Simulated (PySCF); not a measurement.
A calculated (LDA, PySCF 2.14, aug-cc-pVDZ-DK, the spin-free X2C one-electron Hamiltonian (Gaussian nucleus)) atom or ion has these occupied shells.

```
shell  electrons  orbital energy (eV)  rms radius, mean of both spins (bohr)
   1s          2              -1273.7                                  0.151
   2s          2              -99.367                                  0.760
   2p          6              -66.805                                  0.774
```

(1) Name the element and its charge.

Answers

(1) Mg²⁺ (magnesium, charge +2), in [Ne], closed-shell 1S.
